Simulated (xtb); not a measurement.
xtb input (GFN2-xTB):

```bash
xtb mol.xyz --gfn 2 --sp --chrg -1 --uhf 0
```
mol.xyz:
```
4

Si    -0.57094198     0.00991701     0.60583621
F     -1.12171734    -1.20912240    -0.38883768
F     -1.04384326     1.28641517    -0.35629868
Cl     1.61666077    -0.04908666    -0.10443998
```

End of the output:

```
         :::::::::::::::::::::::::::::::::::::::::::::::::::::
         ::                     SUMMARY                     ::
         :::::::::::::::::::::::::::::::::::::::::::::::::::::
         :: total energy             -16.086239292687 Eh    ::
         :: gradient norm              0.010255534465 Eh/a0 ::
         :: HOMO-LUMO gap              4.370500212092 eV    ::
         ::.................................................::
         :: SCC energy               -16.100510719772 Eh    ::
         :: -> isotropic ES            0.169987584014 Eh    ::
         :: -> anisotropic ES         -0.017706103821 Eh    ::
         :: -> anisotropic XC         -0.010220574548 Eh    ::
         :: -> dispersion             -0.002515346629 Eh    ::
         :: repulsion energy           0.014271427085 Eh    ::
         :: add. restraining           0.000000000000 Eh    ::
         :: total charge              -1.000000000000 e     ::
         :::::::::::::::::::::::::::::::::::::::::::::::::::::

           -------------------------------------------------
          |                Property Printout                |
           -------------------------------------------------

    * Orbital Energies and Occupations

         #    Occupation            Energy/Eh            Energy/eV
      -------------------------------------------------------------
         1        2.0000           -0.8359896             -22.7484
         2        2.0000           -0.6289940             -17.1158
         3        2.0000           -0.5799501             -15.7812
         4        2.0000           -0.3895812             -10.6010
         5        2.0000           -0.3049577              -8.2983
         6        2.0000           -0.2972242              -8.0879
         7        2.0000           -0.2959065              -8.0520
         8        2.0000           -0.2869030              -7.8070
         9        2.0000           -0.2815051              -7.6601
        10        2.0000           -0.2456631              -6.6848
Note: The following floating-point exceptions are signalling: IEEE_UNDERFLOW_FLAG IEEE_DENORMAL
normal termination of xtb
        11        2.0000           -0.2177098              -5.9242
        12        2.0000           -0.2175208              -5.9190
        13        2.0000           -0.1480035              -4.0274 (HOMO)
        14                          0.0126094               0.3431 (LUMO)
        15                          0.0320415               0.8719
        16                          0.1964769               5.3464
        17                          0.2225214               6.0551
        18                          0.2356801               6.4132
        19                          0.2515101               6.8439
        20                          0.2660593               7.2398
        21                          0.2666677               7.2564
        22                          0.2724877               7.4148
        23                          0.2759996               7.5103
        24                          0.3464894               9.4285
       ...                                ...                  ...
        26                          0.9971413              27.1336
      -------------------------------------------------------------
                  HL-Gap            0.1606129 Eh            4.3705 eV
             Fermi-level           -0.0676970 Eh           -1.8421 eV

     #   Z          covCN         q      C6AA      α(0)
     1  14 Si       2.169     0.432   181.818    28.803
     2   9 F        0.704    -0.375    13.225     4.294
     3   9 F        0.704    -0.375    13.225     4.294
     4  17 Cl       0.762    -0.682   122.380    16.922

 Mol. C6AA /au·bohr⁶  :        963.983700
 Mol. C8AA /au·bohr⁸  :      44536.264735
 Mol. α(0) /au        :         54.313053

Wiberg/Mayer (AO) data.
largest (>0.10) Wiberg bond orders for each atom

 ---------------------------------------------------------------------------
     #   Z sym  total        # sym  WBO       # sym  WBO       # sym  WBO
 ---------------------------------------------------------------------------
     1  14 Si   2.514 --     3 F    0.988     2 F    0.988     4 Cl   0.538
     2   9 F    1.037 --     1 Si   0.988
     3   9 F    1.037 --     1 Si   0.988
     4  17 Cl   0.575 --     1 Si   0.538
 ---------------------------------------------------------------------------

Topologies differ in total number of bonds
Writing topology from bond orders to xtbtopo.mol

molecular dipole:
                 x           y           z       tot (Debye)
 q only:       -1.014       0.017       1.158
   full:       -0.579       0.018       0.036       1.474
molecular quadrupole (traceless):
                xx          xy          yy          xz          yz          zz
 q only:       -6.999       0.250       0.238      -1.808      -0.029       6.761
  q+dip:       -6.075       0.229       1.257       0.003      -0.046       4.818
   full:       -4.061       0.186       1.788      -0.292       0.003       2.273

           -------------------------------------------------
          | TOTAL ENERGY              -16.086239292687 Eh   |
          | GRADIENT NORM               0.010255534465 Eh/α |
          | HOMO-LUMO GAP               4.370500212092 eV   |
           -------------------------------------------------

------------------------------------------------------------------------
------------------------------------------------------------------------
 total:
 SCF:
```

It need not be the lowest isomer of its formula. Whether it binds its extra electron was not tested at this geometry.
